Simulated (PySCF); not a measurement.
A GIAO shielding run with PySCF 2.14 (density fitting, non-relativistic, gas phase) on `C1C(=O)[SiH2][C@@H](CC)C(=O)O1`, C6H10O3Si:

```
$ OMP_NUM_THREADS=1 python probes_run.py task.json out

{"job": {"kind": "nmr", "xc": "PBE0", "basis": "pcSseg-1"}, "charge": 0, "multiplicity": 1}
C     -2.770303     0.171558     0.088070
C     -1.612708    -0.158440    -0.847474
C     -0.253921     0.077935    -0.188500
Si     1.247907     0.017194    -1.373258
C      2.586414     0.431137    -0.050003
O      3.681888     0.878768    -0.275608
C      2.087911     0.246812     1.380130
O      1.196132    -0.829509     1.557192
C      0.047190    -0.966132     0.852858
O     -0.626334    -1.937098     1.058368
H     -3.720410    -0.007521    -0.408969
H     -2.722920    -0.456267     0.973486
H     -2.735144     1.215836     0.394547
H     -1.678006    -1.205824    -1.143598
H     -1.683220     0.454294    -1.748812
H     -0.264555     1.058638     0.302888
H      1.470208    -1.308947    -1.940102
H      1.192382     1.081770    -2.370380
H      2.925745     0.047212     2.054036
H      1.626596     1.199262     1.682093
```

Hardware: 1 thread of an Arm Neoverse V1, shared host. The job also computes population analyses, field gradients, ring-centre shieldings.

Q: How large is the calculation?

A: 84 electrons, 227 basis functions and 1198 auxiliary functions.

Q: How long does it take, and how much memory does it need?

A: 67 s of wall time, with 15 SCF cycles and 5 response iterations; peak memory 1.1 GiB. Times on a shared host scatter by some tens of per cent.
